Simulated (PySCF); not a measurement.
**Löwdin shares of the frontier orbitals**

Species: C7H6F2O.
Z-matrix (Å and degrees, GFN2-xTB geometry), rows numbered from 1:
```
C 
C   1  1.3197
C   2  1.4740  1  137.64
C   3  1.3519  2   92.72  1  -179.89
C   4  1.4688  3   92.81  2     0.24
C   5  1.3226  2  135.50  1    -0.38
F   6  1.3588  5  121.35  2   178.46
O   6  1.3589  5  125.41  2    -4.82
C   8  1.3820  6  117.03  5   133.16
F   9  1.3701  8  110.41  6   -76.39
H   1  1.0768  2  121.39  3    -0.18
H   1  1.0758  2  121.14  3   179.78
H   3  1.0726  2  132.67  1    -0.14
H   4  1.0726  3  135.39  2   180.00
H   9  1.0946  8  107.22  6   166.99
H   9  1.0991  8  113.22  6    43.09
```

Method used: PySCF 2.14.0, density-fitted response routines, TDDFT PBE0/def2-SVPD, vertical, gas phase, core orbitals frozen in the response.

Kohn–Sham orbitals with the atoms that hold most of them (Löwdin shares over 4%, at most four atoms; ? is withheld):

| orbital | ε (eV) | atoms |
| --- | --- | --- |
| LUMO+2 | 0.63 | C9 21%, C6 16%, F7 11%, O8 8% |
| LUMO+1 | -0.18 | C6 18%, C2 17%, C1 16%, C5 14% |
| LUMO | ? | ? |
| HOMO | -6.65 | C3 21%, C5 19%, C6 18%, C4 14% |
| HOMO-1 | -7.20 | ? |
| HOMO-2 | -9.82 | O8 16%, C1 11%, C2 10%, F10 10% |
| HOMO-3 | -9.99 | O8 15%, F10 14%, C9 11%, C2 11% |

(1) Give the leading atoms of the HOMO-1.

(2) Give the leading atoms of the LUMO.

(3) What is the LUMO energy, and the HOMO–LUMO gap?

Answers

(1) C1 (bonded to C and 2 H) 32%; C2 (bonded to 3 C) 26%; C5 (bonded to 3 C) 11%; C4 (bonded to 2 C and H) 9%.

(2) C4 (bonded to 2 C and H) 30%; C3 (bonded to 2 C and H) 25%; C1 (bonded to C and 2 H) 12%; C2 (bonded to 3 C) 8%.

(3) ε(LUMO) = -1.07 eV; the gap is 5.58 eV (0.2051 hartree).

Question: The HOMO–LUMO gap is 5.58 eV. Where does the response calculation put the lowest singlet, and from which orbitals?

Answer: S1 is at 4.61 eV (f = 0.041), 0.98 eV below the gap, made of HOMO→LUMO (79%), HOMO→LUMO+1 (12%). 

Question: Give energy, strength and leading configuration of S1 and S5, and follow the Löwdin shares of the leading atoms from the occupied to the empty orbital.

Answer: 
- S1 (4.61 eV, f 0.041), HOMO→LUMO (79%): C3 21% → 25%, C5 19% → at most 8%, C4 14% → 30%
- S5 (6.48 eV, f 0.472), HOMO-1→LUMO+1 (71%): C1 32% → 16%, C2 26% → 17%, C6 at most 10% → 18%

One conformer stands for the species.
